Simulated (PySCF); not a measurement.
**How methods differ on the ionisation energy of Zn¹⁵⁺**

Zn¹⁵⁺ [Ne] 3s2 3p3 (4S) → Zn¹⁶⁺ [Ne] 3s2 3p2 (3P), as a difference of total energies. All numbers are calculated (PySCF 2.14, the non-relativistic Hamiltonian (point nucleus), in an uncontracted even-tempered set (17 s from 1.2 bohr⁻², ratio 2.5; 11 p from 1.6 bohr⁻², ratio 2.5; 5 d from 7.8 bohr⁻², ratio 2.7; 4 f from 12 bohr⁻², ratio 2.7)). Correlated levels: outer shells: 1s2 frozen; virtual orbitals above 40 to 60 times the deepest correlated orbital energy dropped. The calculations carry no spin-orbit coupling.

| method | ionisation energy (eV) |
| --- | --- |
| UHF | 535.23 |
| LDA | 536.05 |
| PBE | 536.06 |
| PBE0 | 536.19 |
| r2SCAN | 536.64 |
| r2SCANh | 536.62 |
| B2PLYP | 536.00 |
| MP2 (outer shells) | 535.78 |
| SCS-MP2 (outer shells) | 535.54 |

Problem. How much does correlation contribute at MP2 (outer shells)?

Solution. 535.78 − (535.23) = 0.55 eV, measured against UHF.

A first-order spin-orbit estimate (lowest level to lowest level, LS coupling) adds -2.860 eV.

These non-relativistic numbers lack the scalar-relativistic shift.

For comparison: 540 ± 1 eV (semi-empirical (NIST evaluation); NIST Atomic Spectra Database, ionization energies).
